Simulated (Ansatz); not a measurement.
A run for Ansatz (a program for electronic structure): R-BLYP/def2-TZVPP on H5NO2Sn (SMILES [NH2][SnH]([OH])[OH]), a point of a torsion scan. Elements past Kr take the def2 small-core potentials; no spin–orbit coupling.

Ansatz 0.2 input:
```yaml
crystal:
  periodic: [false, false, false]
  atoms:
    - {symbol: N, position_ang: [1.58405464, -0.52726925, 0.35887135]}
    - {symbol: Sn, position_ang: [-0.29550166, 0.15204544, 0.28487611]}
    - {symbol: O, position_ang: [-1.40352153, -1.09891241, 1.26473172]}
    - {symbol: O, position_ang: [-1.02305374, -0.01533370, -1.49723750]}
    - {symbol: H, position_ang: [2.24219342, 0.06619446, -0.13068280]}
    - {symbol: H, position_ang: [1.65176139, -1.44286765, -0.07427664]}
    - {symbol: H, position_ang: [-0.42911928, 1.70407392, 0.87316613]}
    - {symbol: H, position_ang: [-1.05863172, -1.38395495, 2.10885129]}
    - {symbol: H, position_ang: [-1.90545360, -0.38478873, -1.51443275]}
basis:
  gaussian:
    orbitals: def2-TZVPP
hamiltonian:
  xc: {name: BLYP}
scf: {lower_state_search: off}
```

The log:

```
WARN ansatz: RAYON_NUM_THREADS=1 ignored (pool sized by the plan → 1); use --threads N
Functional definition: BLYP
these checks for a lower state are left out or cut short: stability, starts, cluster_reference, orbital_swaps, neighbouring_geometries, increment
integrals: 0.12 GiB planned
1140 factors; their error is unknown
mean field: 0.85 GiB planned
mean field evaluation 1: about -11472.8962 eV, gradient 1.2e2 eV
mean field evaluation 2: about -11334.0978 eV, gradient 2.6e2 eV
mean field evaluation 4: about -11496.2049 eV, gradient 3.0e1 eV
mean field evaluation 8: about -11497.9766 eV, gradient 4.0e-1 eV
mean field evaluation 16: about -11497.9685 eV, gradient 1.7e-4 eV
mean field -11497.96845724 eV, -422.5425472005 hartree, gradient 2.7e-6 eV, S^2 0.000000; 0 other end points of the search recorded, 0 dependent functions left out
reference -11497.96882859 eV, -422.5425608473 hartree; 25, 25 occupied and 188, 188 virtual orbitals, 1140 factors
Total energy: -11497.96882859 eV, -422.5425608473 hartree
Checks for a lower state left out: stability, starts, cluster_reference, orbital_swaps, neighbouring_geometries, increment
```

Self-consistency was reached.

Cost: about 2.7 core-seconds (a rough figure).
